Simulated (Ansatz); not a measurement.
Reactions of CH5FOSi2, SMILES `OC1(F)[SiH2][SiH2]1`.

Isolated molecules relaxed with PBE0-D4/def2-TZVP in Ansatz; ΔE leaves out vibrations. CCSD(T)/CBS is the MP2 limit (def2-TZVPP, def2-QZVPP) plus CCSD(T) − MP2 in def2-TZVPP, frozen cores. This one scheme is used for every species, atoms too. Functionals use def2-TZVPP. Open shells (•) are unrestricted, without spin–orbit coupling. Spin–orbit coupling would lower the free atoms: a little for C, F, O, Si. One conformer a species, not always the lowest.

```tsv
reaction	ωB97M-V (kcal/mol)	PBE0-D4 (kcal/mol)
`OC1(F)[SiH2][SiH2]1` + CH₄ → `CC1(F)[SiH2][SiH2]1` + H₂O	-5.3	-5.5
`OC1(F)[SiH2][SiH2]1` → C• + F• + 5 H• + O• + 2 Si•	784.7	780.8
`OC1(F)[SiH2][SiH2]1` → `O=C[SiH](F)[SiH3]`	-62.4	-58.5
`OC1(F)[SiH2][SiH2]1` → `FC1O[SiH2][SiH2]1`	-43.4	-41.0
`OC1(F)[SiH2][SiH2]1` → `F[C@H]1O[Si@H]1[SiH3]`	-26.9	-25.7
```

Q: Give the CCSD(T)/CBS values in the same order. (Best estimate.)

A: The calculation gave: -7.8, 782.7, -65.2, -43.9, -27.7 kcal/mol.

Largest T1 diagnostic: 0.016, for `F[C@H]1O[Si@H]1[SiH3]`.
